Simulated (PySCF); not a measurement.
Ligand exchange on a metal centre used in film growth or etching (Ta Cl-NH2). Gas-phase values, no solvent. One relaxed conformer stands for each flexible species; it need not be the lowest. In the def2 sets, heavy atoms carry core potentials. All members: neutral, multiplicity 1. Level: B3LYP-D3(BJ)/def2-TZVP // r2SCAN-D4/def2-SVP (PySCF), beside PBE-D3(BJ)/def2-TZVP // r2SCAN-D4/def2-SVP (PySCF) at the same geometries. B3LYP has the VWN-RPA correlation part, as in Gaussian.  Orbital energies are measured against the vacuum level.

```
species          LUMO, PBE (eV)  LUMO, B3LYP-D3(BJ) (eV)
---------------  --------------  -----------------------
[Ta(Cl)5]                 -4.45                    -3.98
[Ta(Cl)3(NH2)2]           -3.58                    -3.04
[Ta(Cl)2(NH2)3]           -3.17                 withheld
[Ta(Cl)(NH2)4]            -1.96                    -1.37
[Ta(NH2)5]                -1.20                    -0.59
```

### Question
Fit y = a + b·x, y being the LUMO at the first level, to the 4 complete rows by least squares, with x = the PBE value in eV. Give a, b and the rms residual, and predict the withheld value.

### Answer
Means of the 4 rows: x̄ = -2.7975, ȳ = -2.245 eV. Σ(x − x̄)² = 6.5965 and Σ(x − x̄)(y − ȳ) = 6.8659, so b = 1.041 and a = ȳ − b·x̄ = 0.667 eV. The rms residual is 0.013 eV. At x = -3.17 the line gives -2.63 eV. The run for [Ta(Cl)2(NH2)3] gave -2.58 eV, so the line is off by 0.05 eV, more than twice the rms residual.

Codes: PySCF.
